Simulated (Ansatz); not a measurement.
Spin states of Cl2H2O2Ti (SMILES [OH][Ti]([OH])([Cl])[Cl]), each relaxed at B3LYP-D3(BJ)/def2-TZVP; lowest solutions found, singlets restricted, no spin–orbit coupling, no relativity up to Kr.
Multiplicity 1 (charge 0, multiplicity 1):
```xyz
7

Ti     0.2987     0.0921     0.1488
Cl     2.1260     0.6937    -0.9437
Cl     0.8706    -0.6150     2.1657
O     -0.4971    -1.2259    -0.7274
H     -0.3560    -2.1201    -1.0485
O     -0.8216     1.4706     0.2767
H     -1.7226     1.6290    -0.0208
```
Multiplicity 3 (charge 0, multiplicity 3):
| atom | x (Å) | y (Å) | z (Å) |
|---|---|---|---|
| Ti | 0.0137 | 0.0476 | 0.0147 |
| Cl | 2.3516 | 0.5909 | -0.3490 |
| Cl | 1.4292 | -0.3763 | 1.9408 |
| O | -0.5206 | -1.4439 | -0.8306 |
| H | -0.4397 | -2.3338 | -1.1739 |
| O | -1.0558 | 1.4865 | 0.1917 |
| H | -1.8803 | 1.9534 | 0.0571 |

Programs: Ansatz (a quantum-chemistry and plane-wave program) with Gaussian orbitals. 

The energy of multiplicity 3 less that of multiplicity 1 (kcal/mol) and the share of exact exchange:

```json
[
 {"functional": "PBE/def2-TZVPP", "exact exchange (%)": "0", "value": "73.92"},
 {"functional": "PBE0/def2-TZVPP", "exact exchange (%)": "25", "value": "66.69"},
 {"functional": "BLYP/def2-TZVPP", "exact exchange (%)": "0", "value": "71.56"},
 {"functional": "B3LYP/def2-TZVPP", "exact exchange (%)": "20", "value": "66.39"},
 {"functional": "BHLYP/def2-TZVPP", "exact exchange (%)": "50", "value": "55.99"},
 {"functional": "r2SCAN/def2-TZVPP", "exact exchange (%)": "0", "value": "73.68"},
 {"functional": "r2SCANh/def2-TZVPP", "exact exchange (%)": "10", "value": "70.36"}
]
```

Q: Take the value as linear in the share of exact exchange along PBE and PBE0. Give the slope, say whether the sign turns, and set the other functionals against that line.

A: 
Slope: (66.69 − (73.92))/2.5 = -2.89 kcal/mol for each 10 %. The line keeps its sign from 0 to 100 %. At 50 % it gives 59.5 kcal/mol. The LYP pair gives (55.99 − (71.56))/5 = -3.11 for each 10 %. BHLYP, at 50 %, lies -3.5 from the PBE line. B3LYP, at 20 %, lies -1.7 from the PBE line. r2SCAN, with none, stands -0.2 from PBE. The r2SCAN pair gives -3.32 for 10 %.
